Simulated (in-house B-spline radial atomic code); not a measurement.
Ce⁺ is squeezed into an impenetrable sphere of radius R (the orbitals vanish at R). Method: scalar-relativistic (X2C) Hartree-Fock, spin-polarised, averaged over the determinants with the given up and down occupations, Fermi nucleus of rms radius 4.8771 fm. Calculated with a radial B-spline atomic code at the basis-set limit.

Energies in eV above the free ion in [Xe] 4f1 5d2:

```
R (bohr)  highest level (eV)  [Xe] 4f1 5d2  [Kr] 4d9 4f1 5s2 5p6 5d2 5f1  [Kr] 4d9 4f2 5s2 5p6 5d2
    7.61               -10.6        0.0978                         122.1                     106.4
    5.68               -9.89        0.9836                         130.3                     107.2
    5.24               -9.44         1.684                         132.5                     107.9
    4.28               -7.11          6.09                         142.2                     112.1
    3.57               -2.06         18.84                         159.2                     124.5
    3.15                 4.6         40.26                         190.5                     145.5
    2.71                18.4         95.89                         258.3                     200.5
    2.34                41.7           211                           392                     315.3
    1.93                97.3         548.4                         769.9                       654
    1.33                 375          2886                          3277                      3003
```

Does [Kr] 4d9 4f1 5s2 5p6 5d2 5f1 fall below [Xe] 4f1 5d2 under compression?

No, it stays above over the whole range.

Does [Kr] 4d9 4f2 5s2 5p6 5d2 fall below [Xe] 4f1 5d2 under compression?

No, it stays above over the whole range.

The highest level is first positive in the row R = 3.15 bohr, pushed up by confinement above the zero of the free ion's potential. Each configuration is held fixed and needn't be the lowest in the sphere.
